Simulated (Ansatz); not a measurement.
This geometry of C2H7BOSi (12 atoms, charge 0, multiplicity 1) is a first-order saddle point.

Level of theory: RKS CAM-B3LYP/6-31G (Ansatz 0.2.0).

```xyz
12
Properties=species:S:1:pos:R:3
C -1.974 1.071 0.496
O -1.308 -0.219 0.435
B -0.032 -0.412 0.063
C 0.970 -1.563 -0.121
Si 1.754 0.188 -0.561
H -1.459 1.724 1.202
H -2.992 0.885 0.830
H -1.981 1.535 -0.492
H 0.822 -2.265 -0.942
H 1.356 -2.070 0.766
H 2.829 0.667 0.359
H 2.091 0.404 -2.001
```

(1) Which two structures does it join? (They come from a converged band through this point; their orientation in space is the band's.)

(2) How far does it lie above each of them?

## Answers

(1) No bond is made or broken. The dihedral H6–C1–O2–B3 goes from -1 to -120°. The two ends are copies of one structure, up to a mirror image or an exchange of like atoms.

Initial state:

```xyz
12
Properties=species:S:1:pos:R:3
C -2.031 1.057 0.216
O -1.370 -0.226 0.084
B -0.046 -0.415 -0.019
C 0.971 -1.560 -0.169
Si 1.836 0.207 -0.111
H -1.296 1.865 0.243
H -2.613 1.042 1.137
H -2.699 1.181 -0.637
H 1.014 -2.111 -1.109
H 1.141 -2.219 0.684
H 2.678 0.473 1.094
H 2.491 0.650 -1.378
```

Final state:

```xyz
12
Properties=species:S:1:pos:R:3
C -1.959 1.070 0.555
O -1.284 -0.212 0.495
B -0.026 -0.412 0.073
C 0.979 -1.559 -0.125
Si 1.724 0.188 -0.642
H -2.241 1.253 1.592
H -2.855 1.007 -0.062
H -1.303 1.865 0.194
H 0.802 -2.281 -0.923
H 1.407 -2.041 0.755
H 2.834 0.698 0.219
H 1.999 0.369 -2.099
```

(2) 3.7 kJ/mol above the first and 3.7 kJ/mol above the second. This is the barrier of this one path; another mechanism may lie lower. Limits of this set-up: no polarisation functions.

Run time: 110 s on 1 thread of Arm Neoverse V1, with other jobs on the host, peak memory 0.16 GiB.
